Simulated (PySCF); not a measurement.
This PySCF input asks for the NMR shieldings of `C[Si@H]1C[Si@H](P)C1`, C3H11PSi2; the geometry comes from GFN2-xTB.

```python
import basis_set_exchange as bse
import numpy as np
from pyscf import gto, dft
from pyscf.prop import nmr

atoms = """
C    -2.643550    0.455678    0.839445
Si   -1.076098   -0.581551    0.598305
C    -0.291626   -0.399175   -1.145398
Si    1.293041    0.393647   -0.409514
P     3.063552   -0.965636   -0.637797
C     0.504363    0.225139    1.331770
H    -3.468456    0.052546    0.261358
H    -2.488454    1.483024    0.525293
H    -2.947922    0.470363    1.880801
H    -1.291940   -1.971171    1.018932
H    -0.122356   -1.340021   -1.662004
H    -0.841568    0.240377   -1.829458
H     1.536627    1.784425   -0.832123
H     3.939269   -0.118138    0.016239
H     3.428522   -0.472330   -1.877339
H     1.059005   -0.412862    2.014276
H     0.340593    1.167715    1.845689
"""
names = dict.fromkeys(["C", "Si", "P", "H"], "pcSseg-1")
basis = {el: gto.basis.parse(bse.get_basis(n, elements=[el], fmt="nwchem")) for el, n in names.items()}
mol = gto.M(atom=atoms, basis=basis, charge=0, verbose=0)
mf = dft.RKS(mol, xc="PBE0")
mf.grids.level = 2
mf.grids.alignment = dft.numint.BLKSIZE   # the property module wants whole blocks of grid points
mf.conv_tol = 1e-9
mf.kernel()

calc = nmr.RKS(mf)   # GIAO
C = mf.mo_coeff
Co = C[:, mf.mo_occ > 0]
resp = mf.gen_response(singlet=True, hermi=2)
def vind(x):   # induced exchange potential for any number of trial vectors
    d = np.einsum("pi,xij,qj->xpq", C, 2 * x.reshape(-1, C.shape[1], Co.shape[1]), Co, optimize=True)
    return np.einsum("xpq,pi,qj->xij", resp(d - d.transpose(0, 2, 1)), C, Co, optimize=True).ravel()
mo1, _ = nmr.rhf.solve_mo1(calc, with_cphf=vind)
sigma = calc.kernel(mo1)
for i, s in enumerate(sigma):   # ppm
    w = np.linalg.eigvalsh((s + s.T) / 2)
    print("%2d %-2s iso %8.1f  s11 %8.1f  s22 %8.1f  s33 %8.1f" % (i, mol.atom_pure_symbol(i), w.mean(), *w))
```

Problem. Give the expected output.

Solution. 
```
 0 C  iso    186.6  s11    179.6  s22    187.3  s33    193.0
 1 Si iso    356.3  s11    317.3  s22    369.0  s33    382.6
 2 C  iso    184.4  s11    168.2  s22    188.0  s33    197.1
 3 Si iso    362.1  s11    333.8  s22    369.6  s33    382.9
 4 P  iso    613.2  s11    544.2  s22    615.4  s33    680.1
 5 C  iso    184.7  s11    167.7  s22    188.8  s33    197.7
 6 H  iso     31.4  s11     27.0  s22     28.2  s33     39.0
 7 H  iso     31.3  s11     26.9  s22     30.1  s33     36.9
 8 H  iso     31.4  s11     27.0  s22     28.2  s33     39.0
 9 H  iso     26.5  s11     23.3  s22     25.0  s33     31.2
10 H  iso     31.2  s11     26.7  s22     29.4  s33     37.5
11 H  iso     31.2  s11     27.0  s22     28.7  s33     37.9
12 H  iso     26.0  s11     22.5  s22     24.8  s33     30.7
13 H  iso     30.5  s11     25.2  s22     27.4  s33     39.1
14 H  iso     30.5  s11     25.1  s22     27.2  s33     39.1
15 H  iso     31.2  s11     26.7  s22     29.4  s33     37.5
16 H  iso     31.2  s11     27.0  s22     28.7  s33     37.9
```

These numbers come from an equivalent density-fitted implementation of the same equations, which agrees with the script to about 0.01 ppm for H and up to a few tenths of a ppm for heavy atoms, so last digits may differ.

Size and cost of the density-fitted run: 178 basis functions, 27 s wall time on 1 thread of an Arm Neoverse V2, shared host; peak memory 0.87 GiB.
